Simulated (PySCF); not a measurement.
**Computed NMR parameters against published values**

Geometry:
| atom | x (Å) | y (Å) | z (Å) |
| --- | --- | --- | --- |
| C1 | -0.257 | -1.080 | -1.223 |
| B2 | -0.001 | 0.001 | -0.001 |
| C3 | 0.088 | 1.527 | -0.626 |
| C4 | -1.249 | -0.079 | 1.077 |
| C5 | 1.414 | -0.362 | 0.767 |
| H6 | -1.207 | -0.888 | -1.764 |
| H7 | -0.311 | -2.126 | -0.857 |
| H8 | 0.549 | -1.055 | -1.985 |
| H9 | 0.253 | 2.295 | 0.158 |
| H10 | -0.838 | 1.819 | -1.162 |
| H11 | 0.919 | 1.637 | -1.353 |
| H12 | -2.227 | 0.158 | 0.609 |
| H13 | -1.354 | -1.088 | 1.528 |
| H14 | -1.125 | 0.631 | 1.920 |
| H15 | 1.401 | -1.375 | 1.221 |
| H16 | 2.286 | -0.338 | 0.081 |
| H17 | 1.643 | 0.347 | 1.589 |

Total charge -1.

Measured values that the calculation should reproduce: δ $^{11}$B B2 -20.2 ppm (measured; Macháček, Bühl, Fanfrlík, Hnyk, 11B NMR of BX3 and BX4-, J. Phys. Chem. A (author manuscript)).
δ $^{11}$B B2 -20.7 ppm (measured; solution, THF-d8 (Li+ or Na+ salt); B. Wrackmeyer, Z. Naturforsch. B 2015). Coupling constants: $^{1}J$(C1,B2) 39.6 Hz.

[PySCF 2.14.0 with density-fitted response routines: J couplings at B3LYP/pcJ-1 (spin–dipole term only in couplings to heteroatoms); coordinates at the PBE0-D3(BJ)/def2-SVP level; shielding tensors at KT3/pcSseg-2 (GIAO); no solvent; fast rotation and ring inversion assumed for equivalent nuclei; a single conformation; non-relativistic]

Question: What does the calculation give, and how does it compare?

Answer: 
Reference values: measured (Macháček, Bühl, Fanfrlík, Hnyk, 11B NMR of BX3 and BX4-, J. Phys. Chem. A (author manuscript)).
| atoms | quantity | reference | computed |
| --- | --- | --- | --- |
| B2 | δ $^{11}$B vs BF3.OEt2 | -20.2 | -24.5 |

Reference values: measured (solution, THF-d8 (Li+ or Na+ salt); B. Wrackmeyer, Z. Naturforsch. B 2015).
| atoms | quantity | reference | computed |
| --- | --- | --- | --- |
| B2 | δ $^{11}$B vs BF3.OEt2 | -20.7 | -24.5 |

Computed shifts are σ(ref) − σ with the named reference compound (TMS for H and C) calculated as an isolated molecule at the same level.

Coupling constants in Hz (some tables give magnitudes without signs):
```tsv
coupling	reference	computed	source
$^{1}J$(C1,B2)	39.6	43.6	measured; solution, THF-d8; Z. Naturforsch. B 2015 (znb-2015-0040), 1J(13C,11B) in organoboranes and borates
```

Question: How far are the unscaled $^{11}$B shifts from the references?

Answer: Mean signed difference -4.05 ppm, mean absolute 4.05 ppm over 2 comparisons; the largest is -4.3 ppm at B2 (boron bonded to 4 C).
